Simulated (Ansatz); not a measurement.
One change: `O[Si]([SiH3])(S)Cl` becomes `C[Si](O)([SiH3])S`.

Ansatz, PBE0-D4/def2-TZVP geometries, multiplicity 1. Each molecule was computed in one conformer, which needn't be the lowest.

```json
{"property": "HOMO energy (PBE/def2-TZVPP) / eV", "`O[Si]([SiH3])(S)Cl`": "-6.48"}
{"property": "LUMO energy (ωB97M-V/def2-TZVPP) / eV", "`O[Si]([SiH3])(S)Cl`": "1.33"}
{"property": "HOMO–LUMO gap (PBE/def2-TZVPP) / eV", "`O[Si]([SiH3])(S)Cl`": "5.09"}
{"property": "size of the dipole moment (B3LYP/def2-TZVPP) / D", "`O[Si]([SiH3])(S)Cl`": "0.47"}
{"property": "LUMO energy (B3LYP/def2-TZVPP) / eV", "`O[Si]([SiH3])(S)Cl`": "-0.70"}
{"property": "HOMO energy (PBE0/def2-TZVPP) / eV", "`O[Si]([SiH3])(S)Cl`": "-7.67"}
```

(1) Give the same properties after the change, and the shifts. (An estimate is asked.)

Results:

(1) Computed: 
| property | `C[Si](O)([SiH3])S` | shift |
| --- | --- | --- |
| HOMO energy (PBE/def2-TZVPP) / eV | -6.17 | 0.31 |
| LUMO energy (ωB97M-V/def2-TZVPP) / eV | 1.78 | 0.45 |
| HOMO–LUMO gap (PBE/def2-TZVPP) / eV | 5.40 | 0.31 |
| size of the dipole moment (B3LYP/def2-TZVPP) / D | 1.14 | 0.67 |
| LUMO energy (B3LYP/def2-TZVPP) / eV | -0.13 | 0.57 |
| HOMO energy (PBE0/def2-TZVPP) / eV | -7.35 | 0.32 |

With PBE0 the HOMO rises by 0.32 eV and the LUMO rises by 0.60 eV, so the gap widens by about 0.28 eV. PBE moves the HOMO by 0.31 eV and ωB97M-V by 0.29 eV. Dipoles are sizes alone; their direction can turn.

B3LYP here is the variant with VWN-RPA as its local correlation; programs differ in this.
